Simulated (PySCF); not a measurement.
**Correlation energy of Pd³⁺ (palladium, charge +3)**

[Kr] 4d7, high-spin 4F determinant. All numbers are calculated (PySCF 2.14, scalar relativity by spin-free X2C-1e, in x2c-TZVPPall (8s6p6d2f1g, 79 functions)). Frozen: [Kr]; 7 electrons correlated.

| level | correlation energy (mhartree) |
| --- | --- |
| CCSD | -156.39 |
| (T) | -2.69 |
| CCSD(T) | -159.08 |

Diagnostics: T1 = 0.00077, D1 = 0.0013, largest double amplitude 0.025.

Problem. Is a single reference adequate?

Solution. Yes, within this model without spin-orbit coupling: T1 lies below 0.03 and no double amplitude reaches 0.07.
